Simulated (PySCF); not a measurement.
Electron correlation in Yb²⁺ (ytterbium, charge +2)

[Xe] 4f13 5d1, one real determinant (an excited configuration). Calculation: PySCF 2.14, in ANO-RCC-VTZP; scalar relativity by spin-free X2C-1e. Frozen: [Kr] 4d10; 22 electrons correlated.

MP2 pair energies summed by pair of shells (mhartree):

```
 pair   energy  share (%)
4f-4f  -528.43       50.9
4f-5p  -251.13       24.2
5p-5p  -114.01       11.0
4f-5s   -56.72        5.5
5s-5p   -31.19        3.0
5p-5d   -26.00        2.5
4f-5d   -21.63        2.1
5s-5s    -5.84        0.6
5s-5d    -3.92        0.4
```

Total MP2 correlation energy: -1038.9 mhartree.

Same-spin part -393.29 and opposite-spin part -645.59 mhartree; SCS-MP2 scales them by 1/3 and 6/5 to -905.80 mhartree.

The reference is one real determinant that mixes LS terms of this configuration.
